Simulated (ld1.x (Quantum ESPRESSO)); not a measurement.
## tantalum, ultrasoft: configuration errors across variants

```
Element                 : tantalum
Generator               : ld1.x (Quantum ESPRESSO) 7.5
Type                    : ultrasoft
Functional              : PBE
Relativity              : scalar-relativistic
Frozen core             : [Xe] 4f14
Valence charge          : 5
Reference configuration : 5d3 6s2 6p0
Partial waves           : 6s (bound): rcut 2.40, rcutus 2.55 bohr; 6s channel at 0.2 Ry: rcut 2.40, rcutus 2.55 bohr; 6p (bound, empty): rcut 3.40, rcutus 4.20 bohr; 6p channel at 1 Ry: rcut 3.40, rcutus 4.20 bohr; 5d (bound): rcut 1.95, rcutus 2.20 bohr; 5d channel at 0.9 Ry: rcut 1.95, rcutus 2.20 bohr
Local potential         : all-electron potential smoothed inside 3.20 bohr (lloc = -1)
Core correction         : none
Augmentation charge     : built from norm-conserving waves at rcut, not smoothed further
```

All-electron excitation energies from the reference (eV): (1) 5d3 6s1 6p0 8.467; (2) 5d3 6s0 6p0 23.439; (3) 5d2 6s0 6p0 47.043; (4) 5d3.5 6s1.5 6p0 0.989; (5) 5d2 6s2 6p0 7.681; (6) 5d3 6s1 6p1 4.178; (7) 5d3 6s0 6p1 13.546.

Tests that are not counted but printed errors over 1 eV. “local potential all-electron potential smoothed inside 3.58 bohr (lloc = -1)”: 5d3.5 6s1.5 6p0 (solver errors, printed error -115 eV).

3 further variants failed, have other tests or another functional or relativity, and are left out.

A true bound ghost makes a file unfit for plane-wave use even where its test errors are small: the radial tests pick states by their node count and pass the ghost by. Where a test does run into it, the solver fails or the error is huge.

Errors AE − PS in meV (a dash: test not solved or not reliable):

```tsv
change	(1)	(2)	(3)	(4)	(5)	(6)	(7)	bound ghosts
base	+5.3	+103	+205	-2.3	-4.6	+0.3	-0.9	none
waves 6s (bound): rcut 2.40, rcutus 3.10 bohr; 6s channel at 0.2 Ry: rcut 2.40, rcutus 3.10 bohr	–	+103	+205	–	-2.2	–	-0.9	none
core correction a·sin(br)/r model core inside 1.34 bohr	-11	-48	-171	-14	-60	-6.8	-56	none
local potential all-electron potential smoothed inside 3.58 bohr (lloc = -1)	+5.3	+102	+205	–	-6.4	+0.2	-1.2	s
waves 5d (bound): rcut 1.82, rcutus 1.92 bohr; 5d channel at 0.9 Ry: rcut 1.82, rcutus 1.92 bohr	+5.5	+103	+205	-2.3	-4.7	+0.3	-0.4	none
waves 6p (bound): rcut 3.40, rcutus 4.52 bohr; 6p channel at 1 Ry: rcut 3.40, rcutus 4.52 bohr	+5.3	+103	+205	-2.3	-4.6	+0.2	-2.5	none
```

Task: Give the same row for: local potential all-electron potential smoothed inside 2.30 bohr (lloc = -2).

Result: +5.4, +103, +205, -2.2, -4.3, +0.3, 0.0; bound ghosts: none.
